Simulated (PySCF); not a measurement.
A series of substituents X on one scaffold: allenyl-X. All species are isolated molecules in the gas phase. One relaxed conformer stands for each flexible species; it need not be the lowest. Strings in code marks are SMILES.

Computed with PySCF 2.14.0 with PBE-D3(BJ)/def2-TZVP // PBE0-D3(BJ)/def2-TZVP. All candidates: neutral, multiplicity 1. Delta-SCF ions had no search for a lower state. Excitations are Tamm–Dancoff values on a coarser integration grid. The basis has no diffuse functions, so Rydberg states are missing or too high.

| Property | Value |
|---|---|
| T1 excitation (TDA) | 3.62 eV |
| LUMO | -1.15 eV |
| vertical ionisation energy (Delta-SCF) | 7.92 eV |

Q: Say which member has these values.
A) `C=C=CN`
B) `C=C=CSC`
C) `C=C=CO[SiH3]`
D) `C=C=CCl`

A: B, `C=C=CSC`. The others give `C=C=CN`: 3.74 eV, -0.85 eV, 8.09 eV; `C=C=CO[SiH3]`: 4.01 eV, -1.43 eV, 8.71 eV; `C=C=CCl`: 4.15 eV, -1.74 eV, 9.37 eV
